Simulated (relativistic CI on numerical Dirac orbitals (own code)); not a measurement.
# Co+ in a cubic cluster: L2,3 absorption with charge transfer

Computed with a charge-transfer multiplet model of a cubic metal-ligand cluster with up to 2 ligand holes, Slater and spin-orbit integrals from Dirac-Coulomb-Breit ions, Slater integrals scaled by 0.8. The ground state mixes d8 with configurations of k ligand holes L, whose averages lie at kΔ + k(k − 1)U_dd/2; a core hole lowers each added d electron by U_cd. 20 K, Lorentzian 0.4 eV and Gaussian 0.3 eV FWHM.

Atomic integrals in eV (Slater integrals scaled, ζ unscaled), ground: F2dd 8.285, F4dd 5.103, zeta_d 0.056; with the core hole: F2dd 8.285, F4dd 5.103, zeta_d 0.075, zeta_core 9.677, F2cd 5.321, G1cd 3.943, G3cd 2.240.

Cluster parameters (eV): Δ = 6.5, U_dd = 7.5, U_cd = 8.4, 10Dq(ligand) = 1.2, V(eg) = 1.9, V(t2g) = -0.91, final-state hopping factor = 1.

```tsv
Case	n_d	d8	d9L	d10L2	S
10Dq = 0 eV	8.12	0.88	0.11	0.00	1.00
10Dq = 0.6 eV	8.11	0.89	0.11	0.00	1.00
10Dq = 0.9 eV	8.11	0.90	0.10	0.00	1.00
10Dq = 1.5 eV	8.10	0.90	0.10	0.00	1.00
10Dq = 1.8 eV	8.09	0.91	0.09	0.00	1.00
```

Weights, n_d and S are thermal averages at 20 K. Photon energies count from the first peak over 30 % of the highest in each spectrum, which can be another peak from case to case. The parameters are a model scan and need not match a compound or its usual spin state. Peaks in eV (height, largest 100):
- 10Dq = 0 eV: 0.0 (100), 1.7 (23), 14.6 (17), 15.6 (31)
- 10Dq = 0.6 eV: 0.0 (100), 1.6 (26), 14.6 (24), 15.5 (27)
- 10Dq = 0.9 eV: 0.0 (100), 1.6 (24), 14.6 (25), 15.6 (26)
- 10Dq = 1.5 eV: 0.0 (100), 1.6 (21), 14.6 (26), 15.5 (25)
- 10Dq = 1.8 eV: 0.0 (100), 1.6 (20), 14.6 (27), 15.5 (25)

For the case 10Dq = 0.9 eV, Δ = 6.5 eV is smaller than U_dd = 7.5 eV, the charge-transfer side of the Zaanen-Sawatzky-Allen scheme. With the core hole the configuration with one ligand hole lies at Δ + U_dd − U_cd = 5.6 eV above the one without, against Δ in the ground state. The added d electron screens the hole, so the order of the configurations is kept and charge-transfer satellites are weaker than in photoemission.
